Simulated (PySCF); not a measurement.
Isomers of Ge3H10OSi, mass 275.814 u with the commonest isotopes. Computed with PBE0-D3(BJ)/def2-SVP geometry optimisation, gas phase (PySCF). One conformer each, none proved a minimum here; rigid rotors.

Question: Order these by rotational constant C, largest first.
A. `[SiH3:1][Ge@@H:2]([GeH3:3])[O:4][GeH3:5]` with Si1–Ge2–O4–Ge5 -162°
B. `[GeH3:1][O:2][SiH2:3][GeH2:4][GeH3:5]` with Ge1–O2–Si3–Ge4 -56°, O2–Si3–Ge4–Ge5 -40°
C. `[SiH3:1][O:2][GeH:3]([GeH3:4])[GeH3:5]` with Si1–O2–Ge3–Ge4 58°

Answer: C (470.8 MHz), A (417.0 MHz), B (398.0 MHz).

Question: Order these by rotational constant B, largest first.
A. `[GeH3:1][O:2][SiH2:3][GeH2:4][GeH3:5]` with Ge1–O2–Si3–Ge4 -56°, O2–Si3–Ge4–Ge5 -40°
B. `[SiH3:1][Ge@@H:2]([GeH3:3])[O:4][GeH3:5]` with Si1–Ge2–O4–Ge5 -162°
C. `[SiH3:1][O:2][GeH:3]([GeH3:4])[GeH3:5]` with Si1–O2–Ge3–Ge4 58°

Answer: C (683.6 MHz), B (613.4 MHz), A (503.5 MHz).

Question: Order these by radius of gyration √(Σ m r²/M), smallest first.
A. `[SiH3:1][Ge@@H:2]([GeH3:3])[O:4][GeH3:5]` with Si1–Ge2–O4–Ge5 -162°
B. `[SiH3:1][O:2][GeH:3]([GeH3:4])[GeH3:5]` with Si1–O2–Ge3–Ge4 58°
C. `[GeH3:1][O:2][SiH2:3][GeH2:4][GeH3:5]` with Ge1–O2–Si3–Ge4 -56°, O2–Si3–Ge4–Ge5 -40°

Answer: B (2.054 Å), A (2.134 Å), C (2.205 Å).

```
                        SMILES  point group  Ia (u·Å²)  Ib (u·Å²)  Ic (u·Å²)      κ  μa (D)  μb (D)  μc (D)
  [SiH3][O][GeH]([GeH3])[GeH3]      near Cs     514.49     739.27    1073.46  -0.17    0.01    1.09    0.26
[SiH3][Ge@@H]([GeH3])[O][GeH3]           C1     475.22     823.85    1211.93  -0.39    0.02    0.67    0.25
   [GeH3][O][SiH2][GeH2][GeH3]           C1     407.46    1003.70    1269.94  -0.75    0.70    0.31    0.91
```
